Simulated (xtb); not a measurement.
xtb input (GFN1-xTB):

```bash
xtb mol.xyz --gfn 1 --sp --chrg 0 --uhf 0
```
mol.xyz:
```
7

C     -2.47027861    -0.72359314    -0.18081198
Ga    -0.59190978    -0.17575260    -0.04962525
Br     1.14760725    -1.68466173     0.00290408
Br     0.04177407     2.03479688     0.08858755
H     -2.53979121    -1.71100605    -0.63283235
H     -3.02437243     0.00503841    -0.77006954
H     -2.89330729    -0.75887332     0.82394969
```

Output:

```
           -------------------------------------------------
          |                Calculation Setup                |
           -------------------------------------------------

           -------------------------------------------------
          |                 G F N 1 - x T B                 |
           -------------------------------------------------

        Reference                      10.1021/acs.jctc.7b00118
      * Hamiltonian:
        H0-scaling (s, p, d)           1.850000    2.250000    2.000000
        zeta-weighting                 0.000000
      * Dispersion:
        s8                             2.400000
        a1                             0.630000
        a2                             5.000000
        s9                             0.000000
      * Repulsion:
        kExp                           1.500000
        rExp                           1.000000
      * Coulomb:
        alpha                          2.000000
        third order                    atomic
        anisotropic                    false
      * Halogen bond correction:
        rad-scale                      1.300000
        damping                        0.440000

          ...................................................
          :                      SETUP                      :
          :.................................................:
          :  # basis functions                  40          :
          :  # atomic orbitals                  37          :
          :  # shells                           17          :
          :  # electrons                        24          :
          :  # halogen bonds                     0          :
          :  max. iterations                   250          :
          :  Hamiltonian                  GFN1-xTB          :
          :  restarted?                      false          :
          :  GBSA solvation                  false          :
          :  PC potential                    false          :
          :  electronic temp.          300.0000000     K    :
          :  accuracy                    1.0000000          :
          :  -> integral cutoff          0.2500000E+02      :
          :  -> integral neglect         0.1000000E-07      :
          :  -> SCF convergence          0.1000000E-05 Eh   :
          :  -> wf. convergence          0.2000000E-04 e    :
          :  Broyden damping             0.4000000          :
          :  net charge                          0          :
          :  unpaired electrons                  0          :
          ...................................................

 iter      E             dE          RMSdq      gap      omega  full diag
   1    -12.8912196 -0.128912E+02  0.731E+00    4.30       0.0  T
   2    -12.9675243 -0.763047E-01  0.416E+00    4.98       1.0  T
   3    -13.0023904 -0.348661E-01  0.258E+00    5.00       1.0  T
   4    -13.0110639 -0.867343E-02  0.237E-01    5.09       1.0  T
   5    -13.0114786 -0.414778E-03  0.662E-02    5.10       1.0  T
   6    -13.0114804 -0.173629E-05  0.142E-02    5.10       2.7  T
   7    -13.0114823 -0.197327E-05  0.313E-03    5.10      12.1  T
   8    -13.0114823  0.130924E-07  0.218E-03    5.10      17.4  T
   9    -13.0114824 -0.563096E-07  0.212E-04    5.10     178.6  T
  10    -13.0114824 -0.357467E-09  0.179E-05    5.10    2109.5  T
  11    -13.0114824 -0.600409E-12  0.106E-05    5.10    3582.0  T

   *** convergence criteria satisfied after 11 iterations ***

         #    Occupation            Energy/Eh            Energy/eV
      -------------------------------------------------------------
         1        2.0000           -0.6970213             -18.9669
       ...           ...                  ...                  ...
         6        2.0000           -0.5150717             -14.0158
         7        2.0000           -0.4532013             -12.3322
         8        2.0000           -0.4506579             -12.2630
         9        2.0000           -0.4438968             -12.0790
        10        2.0000           -0.4367282             -11.8840
        11        2.0000           -0.4260436             -11.5932
        12        2.0000           -0.4181436             -11.3783 (HOMO)
        13                         -0.2306026              -6.2750 (LUMO)
        14                         -0.1704708              -4.6387
        15                         -0.1289760              -3.5096
        16                         -0.1084740              -2.9517
        17                         -0.1063418              -2.8937
       ...                                ...                  ...
        37                          0.8724795              23.7414
      -------------------------------------------------------------
                  HL-Gap            0.1875410 Eh            5.1032 eV
             Fermi-level           -0.3243731 Eh           -8.8266 eV

 SCC (total)                   0 d,  0 h,  0 min,  0.006 sec
 SCC setup                      ...        0 min,  0.000 sec (  0.814%)
 Dispersion                     ...        0 min,  0.000 sec (  0.337%)
 classical contributions        ...        0 min,  0.000 sec (  0.131%)
 integral evaluation            ...        0 min,  0.002 sec ( 28.193%)
 iterations                     ...        0 min,  0.002 sec ( 29.287%)
 molecular gradient             ...        0 min,  0.002 sec ( 39.914%)
 printout                       ...        0 min,  0.000 sec (  1.251%)

         :::::::::::::::::::::::::::::::::::::::::::::::::::::
         ::                     SUMMARY                     ::
         :::::::::::::::::::::::::::::::::::::::::::::::::::::
         :: total energy             -12.929264639892 Eh    ::
         :: gradient norm              0.020753812884 Eh/a0 ::
         :: HOMO-LUMO gap              5.103249806733 eV    ::
         ::.................................................::
         :: SCC energy               -13.011482382397 Eh    ::
         :: -> electrostatic           0.004717223191 Eh    ::
         :: repulsion energy           0.084779973009 Eh    ::
         :: dispersion energy         -0.002562230503 Eh    ::
         :: halogen bond corr.         0.000000000000 Eh    ::
         :: add. restraining           0.000000000000 Eh    ::
         :: total charge              -0.000000000000 e     ::
         :::::::::::::::::::::::::::::::::::::::::::::::::::::

           -------------------------------------------------
          |                Property Printout                |
           -------------------------------------------------

    * Orbital Energies and Occupations

         #    Occupation            Energy/Eh            Energy/eV
      -------------------------------------------------------------
         1        2.0000           -0.6970213             -18.9669
         2        2.0000           -0.6946590             -18.9026
         3        2.0000           -0.6200170             -16.8715
         4        2.0000           -0.5351770             -14.5629
         5        2.0000           -0.5167641             -14.0619
         6        2.0000           -0.5150717             -14.0158
         7        2.0000           -0.4532013             -12.3322
         8        2.0000           -0.4506579             -12.2630
         9        2.0000           -0.4438968             -12.0790
        10        2.0000           -0.4367282             -11.8840
        11        2.0000           -0.4260436             -11.5932
        12        2.0000           -0.4181436             -11.3783 (HOMO)
        13                         -0.2306026              -6.2750 (LUMO)
        14                         -0.1704708              -4.6387
        15                         -0.1289760              -3.5096
Note: The following floating-point exceptions are signalling: IEEE_DENORMAL
normal termination of xtb
        16                         -0.1084740              -2.9517
        17                         -0.1063418              -2.8937
        18                         -0.0999173              -2.7189
        19                         -0.0903247              -2.4579
        20                         -0.0870949              -2.3700
        21                         -0.0796958              -2.1686
        22                         -0.0733692              -1.9965
        23                         -0.0727715              -1.9802
       ...                                ...                  ...
        37                          0.8724795              23.7414
      -------------------------------------------------------------
                  HL-Gap            0.1875410 Eh            5.1032 eV
             Fermi-level           -0.3243731 Eh           -8.8266 eV

  Mulliken/CM5 charges         n(s)   n(p)   n(d)
     1C    -0.18353 -0.32052   1.010  3.174  0.000
     2Ga    0.26248  0.19033   1.218  0.992  0.528
     3Br   -0.10877 -0.08355   1.901  5.218 -0.011
     4Br   -0.10921 -0.08402   1.901  5.219 -0.011
     5H     0.04533  0.09829   0.955  0.000  0.000
     6H     0.04589  0.09884   0.954  0.000  0.000
     7H     0.04781  0.10063   0.952  0.000  0.000

Wiberg/Mayer (AO) data.
largest (>0.10) Wiberg bond orders for each atom

 ---------------------------------------------------------------------------
     #   Z sym  total        # sym  WBO       # sym  WBO       # sym  WBO
 ---------------------------------------------------------------------------
     1   6 C    3.963 --     5 H    0.955     6 H    0.953     7 H    0.944
                             2 Ga   0.891     3 Br   0.110     4 Br   0.109
     2  31 Ga   3.526 --     3 Br   1.253     4 Br   1.253     1 C    0.891
     3  35 Br   1.431 --     2 Ga   1.253     1 C    0.110
     4  35 Br   1.431 --     2 Ga   1.253     1 C    0.109
     5   1 H    1.001 --     1 C    0.955
     6   1 H    1.001 --     1 C    0.953
     7   1 H    1.000 --     1 C    0.944
 ---------------------------------------------------------------------------

Topologies differ in total number of bonds
Writing topology from bond orders to xtbtopo.mol

 dipole moment from electron density (au)
     X       Y       Z
  -1.3663  -0.4041  -0.1022  total (Debye):    3.631

           -------------------------------------------------
          | TOTAL ENERGY              -12.929264639892 Eh   |
          | GRADIENT NORM               0.020753812884 Eh/α |
          | HOMO-LUMO GAP               5.103249806733 eV   |
           -------------------------------------------------

------------------------------------------------------------------------
------------------------------------------------------------------------
 total:
 SCF:
```
